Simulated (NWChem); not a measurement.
AlCl₂, doublet; SMILES [Cl][Al][Cl]

```xyz
3

Al     0.0000     0.0000     0.7738
Cl     1.8385     0.0000    -0.2958
Cl    -1.8385     0.0000    -0.2958
```
Atoms are numbered in this order, from 1.

Results from NWChem. Spin-unrestricted. In the optimisation the excess spin sits in a1 (C2v, its own frame). Structure relaxed at the PBE-D3(BJ)/def2-SVP, spin-unrestricted level. This spin state was assumed; another may lie lower. No stability test was run on the SCF state.

Task: Taking TPSS/cc-pVQZ as the yardstick, which of these has the fewest basis functions while keeping “highest occupied level (eV)” within 0.05 eV of it: TPSS/cc-pVDZ; TPSS/aug-cc-pVDZ; TPSS/aug-cc-pVTZ; TPSS/cc-pVTZ?

Result: TPSS/aug-cc-pVDZ.
| level | basis functions | highest occupied level (eV) | relative time (rough) |
|---|---|---|---|
| TPSS/cc-pVDZ | 54 | -5.81 | 1 |
| TPSS/aug-cc-pVDZ | 81 | -5.91 | 1 |
| TPSS/cc-pVTZ | 102 | -5.85 | 2 |
| TPSS/aug-cc-pVTZ | 150 | -5.89 | 4 |
| TPSS/cc-pVQZ | 177 | -5.87 | 2 |

The yardstick is one finite set, not the basis-set limit.
